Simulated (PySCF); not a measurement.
CH6BP. Atoms are numbered in the order given.

```xyz
9

B     -0.2437     0.0349    -0.7822
H     -0.6569    -0.6397    -1.6833
C     -0.1536     1.5803    -0.9491
H      0.5897     1.7863    -1.7313
H      0.1343     2.1378    -0.0564
H     -1.0926     1.9887    -1.3385
P      0.0825    -0.8495     0.8418
H      1.1978    -0.1530     1.3601
H      0.7296    -2.0337     0.4270
```
Charge 0, spin multiplicity 1.

Geometry: PBE0-D3(BJ)/def2-TZVP. One conformer was computed; it need not be the lowest.

Level of theory: KT2/pcSseg-1 in PySCF.

GIAO shieldings, no solvent; atoms listed in one row are averaged. δ = σ(ref) − σ: ¹¹B against BF3 (σ = 89.8 ppm); ¹H against TMS (σ = 31.47 ppm); ¹³C against TMS (σ = 185.1 ppm); ³¹P against PH3 (σ = 597.6 ppm), references at their B3LYP-D3(BJ)/def2-TZVP geometries, non-relativistic.

```json
[
 {"nucleus": "¹¹B", "atoms": "B1", "count": "1", "δ (ppm)": "75.0"},
 {"nucleus": "¹H", "atoms": "H2", "count": "1", "δ (ppm)": "8.48"},
 {"nucleus": "¹H", "atoms": "H9", "count": "1", "δ (ppm)": "3.60"},
 {"nucleus": "¹H", "atoms": "H8", "count": "1", "δ (ppm)": "3.39"},
 {"nucleus": "¹H", "atoms": "H4, H5, H6", "count": "3", "δ (ppm)": "1.39"},
 {"nucleus": "¹³C", "atoms": "C3", "count": "1", "δ (ppm)": "17.6"},
 {"nucleus": "³¹P", "atoms": "P7", "count": "1", "δ (ppm)": "106.1"}
]
```
